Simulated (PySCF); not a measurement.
C3H7, SMILES [CH2]CC, multiplicity 2. The structure is a stationary point at PBE-D3(BJ)/def2-TZVP. The isomer is the one that the SMILES or the coordinates give; other isomers of the formula were not compared.

Computed with PBE-D3(BJ)/def2-TZVP (PySCF).

Harmonic wavenumbers (cm⁻¹): 96, 240, 363, 480, 731, 866, 900, 1011, 1076, 1136, 1220, 1312, 1355, 1406, 1415, 1445, 1452, 2855, 2937, 2969, 3036, 3044, 3076, 3176. Rotational constants (GHz): 32.87, 8.967, 7.757; symmetry number 1.

**Question.** Work out the zero-point energy and the ideal-gas rigid-rotor harmonic-oscillator thermochemistry at 298.15 K and 1 atm.

**Answer.** ZPE = ½ Σ hcν = ½ × 37599 cm⁻¹ = 53.75 kcal/mol. H − E(el) = 57.49 kcal/mol. Entropy in cal/(mol K): translation 37.21, rotation 22.47, vibration 8.09, spin 1.38, total 69.14. G − E(el) = 36.88 kcal/mol. Cp = 18.10 cal/(mol K). Modes under 150 cm⁻¹ make the vibrational entropy uncertain.
